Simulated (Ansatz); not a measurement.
Saddle point of CH₅GaS, singlet (CH₅GaS ([CH3][GaH][SH]) → CH₃GaS ([CH3][Ga][S]) + H₂; bonds formed: H2–H4; bonds broken: Ga1–H2, S3–H4), PBE0-D4/def2-TZVP structure:

```xyz
8
angstrom
Ga 0.3140 -0.5179 0.1817
H -0.1128 -1.3336 -1.4061
S 1.3227 -2.3084 0.6533
H 0.4509 -1.9975 -0.8454
C -0.3921 1.2843 0.3357
H -0.1085 1.7140 1.2967
H -1.4796 1.2576 0.2551
H 0.0056 1.9015 -0.4710
```

Energies are electronic, without zero-point energy. Barriers and step energies count from the start structure reached by relaxing down the imaginary mode; all methods use the PBE0-D4 structures, on which another method's saddle can fall below an end. Program: Ansatz 0.2.0. Basis: def2-TZVPP, with def2-QZVPP for the basis limit. Cores are frozen in the correlated methods. Filled d shells of the heavier atoms are correlated. The def2 sets are not built for correlating such inner shells, so the correlated values are less sure here. B3LYP uses VWN-RPA correlation. Extrapolation: Hartree–Fock as exp(−7.88 √X), correlation as X^−2.97.

```json
{"method": "SPW92", "barrier (kJ/mol)": "158.5", "step energy (kJ/mol)": "91.1"}
{"method": "PBE-D4", "barrier (kJ/mol)": "?", "step energy (kJ/mol)": "69.7"}
{"method": "BLYP-D4", "barrier (kJ/mol)": "?", "step energy (kJ/mol)": "59.3"}
{"method": "r2SCAN-D4", "barrier (kJ/mol)": "183.8", "step energy (kJ/mol)": "77.3"}
{"method": "B97M-V", "barrier (kJ/mol)": "189.9", "step energy (kJ/mol)": "81.6"}
{"method": "PBE0-D4", "barrier (kJ/mol)": "190.7", "step energy (kJ/mol)": "84.4"}
{"method": "B3LYP-D4", "barrier (kJ/mol)": "197.4", "step energy (kJ/mol)": "73.1"}
{"method": "r2SCAN0-D4", "barrier (kJ/mol)": "?", "step energy (kJ/mol)": "87.1"}
{"method": "BHLYP-D4", "barrier (kJ/mol)": "221.5", "step energy (kJ/mol)": "89.5"}
{"method": "CAM-B3LYP-D4", "barrier (kJ/mol)": "212.1", "step energy (kJ/mol)": "87.2"}
{"method": "wB97X-V", "barrier (kJ/mol)": "216.6", "step energy (kJ/mol)": "92.0"}
{"method": "wB97M-V", "barrier (kJ/mol)": "209.9", "step energy (kJ/mol)": "85.2"}
{"method": "B2PLYP", "barrier (kJ/mol)": "200.2", "step energy (kJ/mol)": "71.5"}
{"method": "PBE-QIDH", "barrier (kJ/mol)": "203.6", "step energy (kJ/mol)": "87.9"}
{"method": "RPA on PBE", "barrier (kJ/mol)": "204.7", "step energy (kJ/mol)": "76.1"}
{"method": "HF", "barrier (kJ/mol)": "260.3", "step energy (kJ/mol)": "96.7"}
{"method": "MP2", "barrier (kJ/mol)": "200.9", "step energy (kJ/mol)": "73.1"}
{"method": "CCSD", "barrier (kJ/mol)": "219.7", "step energy (kJ/mol)": "87.5"}
{"method": "CCSD(T)", "barrier (kJ/mol)": "206.8", "step energy (kJ/mol)": "79.8"}
```

Fill in the withheld barriers. (An estimate is asked for; the value comes from the calculation.)

The calculation gives: BLYP-D4 181.4; r2SCAN0-D4 198.0; PBE-D4 170.3 kJ/mol. Each is the energy of the saddle less that of the start structure, by the same method.

For comparison, the barrier by CCSD(T) at an estimated basis limit (MP2 extrapolated from triple and quadruple zeta, plus CCSD(T) − MP2 in triple zeta) is 200.2 kJ/mol.

No T1 diagnostic of these runs exceeds 0.016.

Labels in which every atom is bracketed show which atoms are joined, not bond orders.

For scale, one of the runs: CCSD(T)/def2-TZVPP, 191 basis functions (an equivalent command: `ansatz run in.yaml --threads 4`). Hardware: 4 CPU threads, shared host. Wall time 40 s; peak host memory 2 GiB.
